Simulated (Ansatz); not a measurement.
Born–Oppenheimer molecular dynamics of BCl$_{2}$H$_{3}$O (7 atoms, charge 0, multiplicity 1). It starts at the highest image of a converged band. Of that band: Neighbouring images differ by up to 1.6 eV, so the band resolves the path poorly. A vibrational analysis at the climbing image gives one clearly imaginary mode, 1375i cm⁻¹: a first-order saddle point.

Theory: RKS PBE0/def2-SVP in Ansatz.

- ensemble: NVE (velocity Verlet)
- time step: 0.5 fs
- steps asked: 200
- starting velocities drawn for: 300 K
- seed: 8130

First frame:

```xyz
7
Properties=species:S:1:pos:R:3
B 0.027 -0.328 -0.030
H 0.045 0.213 1.219
Cl 1.417 0.332 -0.923
Cl -1.625 -0.077 -0.701
O 0.239 -1.757 0.466
H -0.583 -2.256 0.340
H 0.115 -0.815 1.308
```

Question: How far do the bonds stretch over the last three quarters of this one trajectory? (Pairs bonded in most of those frames.)

Answer: 
| bond | mean (Å) | spread (Å) | shortest | longest |
| --- | --- | --- | --- | --- |
| B1–H2 | 1.203 | 0.022 | 1.16 | 1.24 |
| B1–Cl3 | 1.777 | 0.041 | 1.72 | 1.84 |
| B1–Cl4 | 1.798 | 0.073 | 1.64 | 1.88 |
| O5–H6 | 0.970 | 0.029 | 0.92 | 1.02 |
| O5–H7 | 0.976 | 0.029 | 0.93 | 1.04 |

Pairs bonded in part of these frames only: B1–O5 19 %.

Mean temperature of the second half: 856 K. The conserved energy stayed within 0.2 meV per atom of its start (net change 0.031 meV per atom), so the integration is sound. The kinetic energy rose, since the run started high on the potential surface and went downhill. It ends in pieces (BCl2H + H2O), so much of that is their flight and rotation, not heat. A run of 0.1 ps of so small a system gives no equilibrium averages. The orbitals stay closed-shell, which can raise the energy where a bond breaks towards radicals; this wasn't checked here.

The run took 8.2 min on 1 thread of Arm Neoverse V2 (shared host), peak memory 0.14 GiB.
